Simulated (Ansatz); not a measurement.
Harmonic frequencies (cm⁻¹) at PBE0-D4/def2-TZVP from Ansatz: 210, 318, 422, 507, 691, 760, 914, 1084, 1400, 1667, 3174, 3274.

(1) Which molecule is it?
A. `C=C(Cl)I`
B. `SC[TeH]`
C. `FC1BN1`
D. `CN=C(F)F`

## Answers

(1) A.
